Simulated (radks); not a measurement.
Values are calculated unless marked as measured or tabulated.
Exchange energies: the exact (Fock) value of the Kohn-Sham orbitals and density-functional approximations, in hartree. Species: Ca+ [Ar] 4s1; Mn2+ [Ar] 3d5; Lu2+ [Xe] 4f14 6s1. Level of theory: non-relativistic Kohn-Sham, exchange-only LDA, spin-polarised, spherical densities, point nucleus (a radial shooting solver on a logarithmic mesh with Libxc functionals). Every spin shell is full or empty, so the densities are truly spherical. Functionals are evaluated on that one density, not self-consistently.

\begin{tabular}{lrrr}
functional & Ca+ & Mn2+ & Lu2+ \\ \hline
exact & -34.9950 & -50.5170 & -281.962 \\
LDA & -32.418 & -47.226 & -271.23 \\
PW86 & -35.144 & -50.703 & -281.67 \\
OPTX & -35.051 & -50.809 & -287.54 \\
AM05 & -32.709 & -47.571 & -271.86 \\
SOGGA & -33.842 & -49.062 & -277.24 \\
B86b & -35.028 & -50.611 & -282.65 \\
G96 & -35.044 & -50.690 & -283.90 \\
EV93 & -35.297 & -50.821 & -281.28 \\
TPSS & -35.055 & -50.608 & -281.47 \\
SCAN & -35.097 & -50.688 & -282.67 \\
Tao-Mo & -34.913 & -50.347 & -280.23 \\
TASK & -33.949 & -49.161 & -276.92 \\
\end{tabular}
